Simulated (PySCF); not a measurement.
## Radial density of Sn³⁺ (tin, charge +3)

UHF, [Kr] 4d10 5s1, 2S determinant. Computed with PySCF 2.14 in aug-cc-pV5Z-PP with ECP28MDF, with scalar relativity through the core potential. This is the valence pseudo-density: the core potential removes the inner electrons and smooths the orbitals near the nucleus.

```csv
r (bohr),4πr²ρ (e/bohr),4πr²(ρα − ρβ)
0.00374,1.086e-05,0.0000
0.00629,2.743e-05,0.0000
0.0106,6.518e-05,0.0000
0.0178,0.0001383,0.0000
0.0299,0.0002567,0.0000
0.0503,0.0004573,0.0000
0.0847,0.001497,0.0000
0.142,0.01357,0.0001
0.240,0.2075,0.0008
0.403,3.658,0.0318
0.678,20.67,0.0843
1.14,14.26,0.0484
1.92,2.158,0.6596
3.23,0.1826,0.1627
5.42,0.001409,0.0014
```

Energies and moments cover only the electrons outside the core potential.
